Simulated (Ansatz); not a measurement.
`C[O][Zr]1234([CH3])([N](C)C)[C@@H]5[C@H]1[C@H]2[C@@]3([SiH3])[C@@H]54` at its PBE0-D4/def2-TZVP geometry, where that method's forces vanish. Total charge 0; spin multiplicity 1. Zr takes the def2 core potential.

```xyz
32

C     1.8278    2.1816   -2.0636
O     0.8257    1.6688   -1.2532
Zr    0.0110    0.6855    0.1826
C    -0.9132    2.2474    1.5238
N    -1.6278   -0.2215   -0.6370
C    -1.9010   -0.3850   -2.0424
C    -2.6340   -0.8410    0.1880
C     2.2022    0.4158    1.5537
C     1.1433    0.0825    2.4245
C     0.5223   -1.0770    1.9240
C     1.1715   -1.4662    0.7213
Si    0.7222   -2.9020   -0.3617
C     2.2183   -0.5251    0.5110
H     1.8222    3.2765   -2.0342
H     1.6805    1.8675   -3.1032
H     2.8175    1.8361   -1.7395
H    -0.1866    2.9073    2.0094
H    -1.5620    2.8719    0.8965
H    -1.5406    1.8167    2.3131
H    -2.8711    0.0559   -2.3150
H    -1.9327   -1.4465   -2.3323
H    -1.1321    0.1041   -2.6448
H    -2.4131   -0.7027    1.2513
H    -2.7165   -1.9224    0.0016
H    -3.6243   -0.3977    0.0090
H     2.8597    1.2682    1.6516
H     0.8606    0.6215    3.3160
H    -0.3262   -1.5805    2.3672
H     1.6655   -4.0374   -0.1678
H     0.7779   -2.5090   -1.7955
H    -0.6472   -3.3689   -0.0260
H     2.9002   -0.5243   -0.3285
```

(1) What forces (eV/Å) does r2SCAN-D4/def2-TZVPP give on these atoms in Ansatz 0.2.0? (An estimate is asked.)

## Answers

(1) Ansatz gave: 
```
C1   0.230  0.118 -0.190
O2  -0.172 -0.009  0.053
Zr3 -0.013 -0.015  0.079
C4  -0.027  0.043  0.012
N5   0.060  0.095  0.004
C6  -0.033 -0.025 -0.219
C7  -0.145 -0.097  0.140
C8   0.164  0.168  0.069
C9  -0.009  0.095  0.214
C10 -0.168 -0.105  0.144
C11 -0.032 -0.246 -0.137
Si12 0.009 -0.007  0.004
C13  0.178 -0.009 -0.160
H14 -0.001 -0.009  0.000
H15  0.000  0.001  0.009
H16 -0.006 -0.002  0.004
H17 -0.016 -0.004  0.005
H18  0.002 -0.001  0.006
H19  0.009  0.014 -0.001
H20 -0.009 -0.003  0.002
H21 -0.008 -0.012 -0.001
H22 -0.001 -0.005  0.010
H23  0.006  0.005 -0.010
H24 -0.008 -0.004 -0.006
H25 -0.006  0.003 -0.007
H26 -0.002  0.004 -0.001
H27  0.000  0.000 -0.005
H28  0.000 -0.003 -0.002
H29 -0.019  0.012 -0.012
H30 -0.002 -0.009  0.013
H31  0.023  0.004 -0.011
H32 -0.003  0.000 -0.006
```
